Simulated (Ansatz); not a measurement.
Isolated molecules relaxed with PBE0-D4/def2-TZVP in Ansatz; ΔE leaves out vibrations. CBS: MP2 limit from def2 TZ/QZ plus the TZ coupled-cluster correction, frozen cores. This one scheme is used for every species. DFT in def2-TZVPP. B3LYP here is the variant with VWN-RPA as its local correlation; programs differ in this. For Ge outer-core shells are correlated without core-valence functions, which leaves a few kJ/mol of doubt a bond. Scalar relativity is left out up to krypton. One conformer a species, not always the lowest.

Reaction (hydrogenolysis of a Ge–C bond): `O[CH](F)[GeH2][F]` + H₂ → `[F][GeH3]` + `OCF`

| level | ΔE (eV) |
| --- | --- |
| r2SCAN-D4 | -0.52 |
| PBE0-D4 | -0.58 |
| B3LYP-D4 | -0.56 |
| ωB97X-V | -0.57 |
| B2PLYP | -0.61 |
| SCS-MP2/def2-TZVPP | -0.60 |
| HF/def2-QZVPP | -0.88 |
| MP2/def2-QZVPP | -0.53 |

Task: What does CCSD(T)/CBS give? (An estimate is asked.)

Result: Ansatz gave: -0.55 eV. The listed levels differ from it by 0.03, -0.03, -0.01, -0.02, -0.06, -0.05, -0.33, 0.02 eV.

Largest T1 diagnostic among the species: 0.012.

In def2-TZVPP, CCSD(T) changes the Hartree–Fock value by +0.30 eV (the triples alone add +0.05 eV) and MP2 by +0.33 eV. The D4 term adds +0.09 eV with B3LYP and +0.05 eV with PBE0; it sums over pairs of atoms, weighted by their polarisabilities, and B3LYP, whose exchange is more repulsive, gets the larger term. From PBE to PBE0 (25 % exact exchange), in def2-TZVPP and without D4, ΔE moves by −0.08 eV.
